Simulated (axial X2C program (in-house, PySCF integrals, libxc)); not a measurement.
# Spectroscopic constants of InS

All values were computed with an axial X2C code built on PySCF integrals. Spin-free means the one-electron spin-free X2C Hamiltonian; two-component (2c) means X2C with spin–orbit coupling and atomic mean-field two-electron Coulomb and Gaunt terms, so the difference of the two also holds small scalar two-electron terms. Basis: In dyall-cv3z [11s12p9d4f1g], S dyall-av3z [9s8p3d2f] (cores contracted in-house); Gaussian nuclei, density fitting, unrestricted open shells. Masses: In 114.904 u, S 31.972 u.

Input file and command:
```json
{"zs": [49, 16], "q": 0, "bas": ["dyall-cv3z", "dyall-av3z"], "levels": ["PBE0", "HF", "BHandHLYP"], "cc": true, "r0": 2.3, "thr": -2.0, "nmax": 110, "npts": 10, "nst": 2, "ntry": 8}
```
```bash
python so2c.py task.json out
```

Keys: zs atomic numbers; q charge; bas basis sets; levels methods; cc coupled cluster on or off; r0 starting distance in Å; thr threshold in hartree for freezing inner shells (an s shell follows its p shell); nmax most natural virtual spinors; npts points on the curve; nst determinants followed; ntry starts of the search. HF also brings MP2.

State, spin-free: M_S = 1/2, Λ = 0 (beyond evenly filled blocks: σα); electrons by block: σα: 15, σβ: 14, π+α: 7, π+β: 7, π-α: 7, π-β: 7, δ+α: 2, δ+β: 2, δ-α: 2, δ-β: 2. Fragments: In + S.

State, 2c: Ω = 1/2 (⟨Sz⟩ = 0.50, ⟨Lz⟩ = 0.00 at BHandHLYP); electrons by block: 1/2: 22, -1/2: 21, 3/2: 9, -3/2: 9, 5/2: 2, -5/2: 2. Fragments: In + S.

```json
{"Hamiltonian": "spin-free", "level": "PBE0", "Re (Å)": "2.275", "ωe (cm⁻¹)": "374.3", "ωexe (cm⁻¹)": "2.01", "αe (cm⁻¹)": "0.000797", "De (eV)": "3.24", "D0 (eV)": "3.22", "k (mdyn/Å)": "2.06", "μ (D)": "-4.27"}
{"Hamiltonian": "spin-free", "level": "HF", "Re (Å)": "2.352", "ωe (cm⁻¹)": "294.2", "ωexe (cm⁻¹)": "0.695", "αe (cm⁻¹)": "0.000735", "De (eV)": "1.60", "D0 (eV)": "1.58", "k (mdyn/Å)": "1.28", "μ (D)": "-4.84"}
{"Hamiltonian": "spin-free", "level": "CCSD", "Re (Å)": "2.299", "ωe (cm⁻¹)": "351.5", "ωexe (cm⁻¹)": "2.04", "αe (cm⁻¹)": "0.000847", "De (eV)": "2.99", "D0 (eV)": "2.97", "k (mdyn/Å)": "1.82", "μ (D)": "n/a"}
{"Hamiltonian": "spin-free", "level": "CCSD(T)", "Re (Å)": "2.287", "ωe (cm⁻¹)": "367.0", "ωexe (cm⁻¹)": "2.21", "αe (cm⁻¹)": "0.000849", "De (eV)": "n/a", "D0 (eV)": "n/a", "k (mdyn/Å)": "1.99", "μ (D)": "n/a"}
{"Hamiltonian": "spin-free", "level": "BHandHLYP", "Re (Å)": "2.303", "ωe (cm⁻¹)": "344.2", "ωexe (cm⁻¹)": "1.77", "αe (cm⁻¹)": "0.000843", "De (eV)": "2.85", "D0 (eV)": "2.82", "k (mdyn/Å)": "1.75", "μ (D)": "-4.47"}
{"Hamiltonian": "2c", "level": "BHandHLYP", "Re (Å)": "2.303", "ωe (cm⁻¹)": "344.7", "ωexe (cm⁻¹)": "1.81", "αe (cm⁻¹)": "0.000842", "De (eV)": "n/a", "D0 (eV)": "n/a", "k (mdyn/Å)": "1.75", "μ (D)": "-4.46"}
```

Correlated methods: 19 electrons correlated (number of frozen shells: In 4 s, 3 p, 1 d; S 2 s, 1 p), 259 virtual spin orbitals or spinors in MP2, 109 natural virtuals in coupled cluster.

Dipoles are positive if S is the positive end.

One determinant describes the state; a PBE0 search over occupations chose it and may have missed a lower one. Dissociation energies refer to the lowest single-determinant-based atoms at the same level and basis. De is not given where an atomic determinant may have missed its ground term or J level, or where the truncated virtual space spoils (T). Density functionals use the spin component along the axis (collinear). Coupled cluster ran in a truncated set of natural virtual spinors; the MP2 energy of the rest was added. (T) has no such correction and the atoms are truncated less, which lowers De at CCSD(T) by a hundredth of an eV or more. Other states lie close and PBE0, whose exact exchange favours high spin, may order them wrongly; the determinant shown need not be the ground state. The nearest other spin-free determinant of the search, M_S = 1/2, Λ = 1, lies 0.38 eV up at the distance of the search. Without a current term, density functionals place determinants with orbital angular momentum somewhat too high.

No reliable constants came from CCSD (2c), CCSD(T) (2c), HF (2c), MP2 (2c), MP2 (spin-free), PBE0 (2c): no minimum in range, unconverged points, a curve that is not smooth, a change of character along it, or the two Hamiltonians disagreeing along it.

Rough cost a point (2c) on 1 thread(s) of a shared host, integrals apart: BHandHLYP 1.7 s.

The whole task took 13 min on 1 thread of Arm Neoverse N1, with other jobs on the host.
